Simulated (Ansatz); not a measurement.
Computed with Ansatz on PBE0-D4/def2-TZVP structures; ΔE is electronic, products minus reactants. CCSD(T)/CBS adds triple-zeta CCSD(T) − MP2 to the extrapolated MP2 energy (def2 sets, frozen cores). This one scheme is used for every species. DFT in def2-TZVPP. B3LYP here is the variant with VWN-RPA as its local correlation; programs differ in this. HSE06 is defined as in plane-wave codes. Elements past krypton have def2 core potentials. For In, Se outer-core shells are correlated without core-valence functions, which leaves a few kJ/mol of doubt a bond. Scalar relativity is left out up to krypton. One conformer a species, not always the lowest.

Consider the ligand exchange at the In–Se bond: `[CH3][InH][SeH]` + HCl → `[CH3][InH][Cl]` + H₂Se.

`[CH3][InH][SeH]`:

```xyz
8

C     1.048    0.746   -0.036
In   -0.118   -1.037   -0.268
Se   -2.553   -0.852    0.350
H     2.036    0.638   -0.481
H     0.529    1.584   -0.503
H     1.158    0.962    1.029
H     0.327   -2.605   -0.807
H    -2.427    0.565    0.716
```

HCl:

Z-matrix (Å, degrees):
```
Cl
H 1 1.279
```

`[CH3][InH][Cl]`:

```xyz
7

C    -0.047    1.007    0.354
In    0.024   -1.085   -0.048
Cl    0.251   -1.493   -2.358
H    -0.032    1.217    1.423
H     0.805    1.484   -0.129
H    -0.960    1.414   -0.083
H    -0.041   -2.543    0.841
```

H₂Se:

Z-matrix (Å, degrees):
```
Se
H 1 1.467
H 1 1.467 2 91.2
```

```csv
level,ΔE (kJ/mol),difference from CCSD(T)/CBS
BLYP-D4,-15.4,-4.4
r2SCAN-D4,-15.1,-4.1
B3LYP-D4,-15.5,-4.5
HSE06-D4,-11.4,-0.4
PBE-QIDH,-11.6,-0.6
B3LYP,-17.9,-6.9
r2SCANh,-15.1,-4.1
HSE06,-12.7,-1.7
CAM-B3LYP,-19.8,-8.8
RPA@PBE/def2-TZVPP,-12.3,-1.3
MP2/def2-SVP,-13.3,-2.3
SCS-MP2/def2-TZVPP,-12.9,-1.9
CCSD/def2-TZVPP,-13.0,-2.0
CCSD(T)/def2-TZVPP,-11.3,-0.3
HF/CBS(def2),-25.9,-14.9
MP2/CBS(def2),-8.6,2.4
CCSD(T)/CBS,-11.0,0
```

Largest T1 diagnostic among the species: 0.012.

At CCSD(T), def2-SVP lies −4.3 kJ/mol from the extrapolated value and def2-TZVPP −0.3 kJ/mol. Leaving LDA and LC-ωPBE aside and taking each functional with its dispersion term where it has one, the values, not all of them listed here, spread over 12.3 kJ/mol, from B97M-V to PBE-D4. LDA lies +4.3 kJ/mol from PBE without D4.

CCSD(T)/CBS has its own doubt, a few kJ/mol and more with outer-core shells, so smaller differences from it don't rank the levels.
